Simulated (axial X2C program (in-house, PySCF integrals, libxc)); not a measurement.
Working with the constants of ScTe⁻

A bond curve at the PBE0 level, 2c, was computed with an axial X2C code built on PySCF integrals (basis Te dyall-acv3z [12s13p9d5f1g], Sc dyall-acv3z [11s12p8d5f2g] (cores contracted in-house)) for the state Ω = 0 (closed shell). Its fit gives Re = 2.5436 Å, ωe = 319.7 cm⁻¹, ωexe = 0.713 cm⁻¹ and αe = 2.388e-04 cm⁻¹; the masses are 129.9062 and 44.9559 u. Two-component means X2C with spin–orbit coupling and atomic mean-field Coulomb and Gaunt terms.

(1) Find the reduced mass, Be and the force constant.

(2) Estimate De from a Morse curve and compare with the computed well depth of 2.932 eV to Te- + Sc.

(3) A Morse curve ties αe to the other constants (Pekeris). How well does that hold?

(4) Where do the fundamental and the first overtone lie?

(5) Estimate the centrifugal constant by the Kratzer relation.

One determinant describes the state; a PBE0 search over occupations chose it and may have missed a lower one. Dissociation energies refer to the lowest single-determinant-based atoms at the same level and basis. In 2c an atomic determinant is not the ground J level, so De misses part of the atomic spin–orbit lowering. This holds for PBE0. PBE0 can misorder states that lie within some tenths of an eV, so this need not be the ground state of the molecule. The nearest other 2c determinant of the search, Ω = 1, lies 0.46 eV up at the distance of the search. The functionals have no current-density term, which raises determinants with orbital currents, atoms included.

Results:

(1) From the PBE0 values: μ = 33.3980 u. Be = 16.8576/(μ Re²) = 0.07801 cm⁻¹. k = 5.8918×10⁻⁷ μ ωe² = 2.01 mdyn/Å.

(2) De(Morse) = ωe²/(4ωexe) = 4.443 eV against 2.932 eV computed, a ratio of 1.52. The extrapolation overshoots: the well softens faster than a Morse curve, or the lowest atomic limit lies below the one to which the curve heads.

(3) αe(Morse) = 6Be²/ωe × (√(ωexe/Be) − 1) = 2.311e-04 cm⁻¹; the PBE0 curve gives 2.388e-04 cm⁻¹, a ratio of 0.97.

(4) ν(1←0) = ωe − 2ωexe = 318.3 cm⁻¹; ν(2←0) = 2ωe − 6ωexe = 635.1 cm⁻¹.

(5) D = 4Be³/ωe² = 1.86e-08 cm⁻¹.
